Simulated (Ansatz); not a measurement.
Species: BAs2H4, charge 0, doublet. BAs2H4 (SMILES [AsH]B[AsH2], doublet).
B3LYP-D3(BJ)/def2-TZVP minimum from Ansatz (an electronic-structure program):
```
B
H 1 1.1889
As 1 1.9929 2 120.20
H 3 1.5319 1 95.92 2 -155.95
As 1 1.9998 2 117.35 3 -178.04
H 5 1.5159 1 101.50 2 -148.65
H 5 1.5176 6 97.18 1 -103.05
```
Charge 0, spin multiplicity 2.

Total energies in cc-pVDZ, 17 correlated electrons, 29 frozen orbitals. Open shells are spin-unrestricted; no spin-orbit coupling. Correlated methods leave the cores frozen (noble-gas shells, and filled d and f shells in the p block). No relativity.

```csv
method,program,energy (Eh),minus CCSDT(Q) (mEh)
HF,Ansatz,-4495.32099,351.11
MP2,Ansatz,-4495.60608,66.02
CCSD,Ansatz,-4495.65856,13.55
CCSD(T),Ansatz,-4495.66977,2.33
CCSDT(Q),Ansatz,-4495.67210,0.00
```

Rough core times of Ansatz's runs on a shared machine: CCSD(T) 30 s, CCSDT(Q) 20 min.
